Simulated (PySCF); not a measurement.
## Simulated characterisation data

How the numbers were obtained: geometry: GFN2-xTB, NMR shieldings at PBE0/pcSseg-1/GIAO, in PySCF (relativity neglected, one averaged value for each set of equivalent atoms, one computed conformer, no solvent model).

References, each an isolated molecule treated in the same way: 1H (σ = 31.72 ppm), 13C (σ = 186.93 ppm) against TMS. Splittings of carbon signals by F and P are missing where no couplings were computed. Where no couplings were computed, multiplicities follow the n + 1 count of equivalent neighbours, and m marks all less simple cases (inequivalent or close neighbours, rings, F or P nearby). Shifts are as computed. Against solution values, carbons near 30 ppm lie about +3 ppm off and those near 130 ppm about +5 ppm. Of 1211 compounds with measured shifts, 218 miss one by over three times the rms of a fit or turn the order of signals round; such compounds aren't used in these exercises.

Compound 1 (C₅H₈NOP). 1H NMR (600 MHz, computed): δ 8.70 (m, 1H), 7.56 (m, 1H), 2.90 (s, 6H). 13C{1H} NMR (computed): δ 185.6, 165.8, 133.6, 44.3. Structure: `C1=C(N(C)C)P=CO1`.

Compound 2 (C₆H₆NOP). 1H NMR (600 MHz, computed): δ 10.92 (m, 1H), 10.82 (m, 1H), 9.69 (m, 1H), 2.76 (s, 3H). 13C{1H} NMR (computed): δ 199.2 (C), 196.4 (CH), 177.7 (CH), 152.4 (CH), 130.5 (C), 28.3 (CH3). Structure: SMILES CC(=O)c1cncpc1.
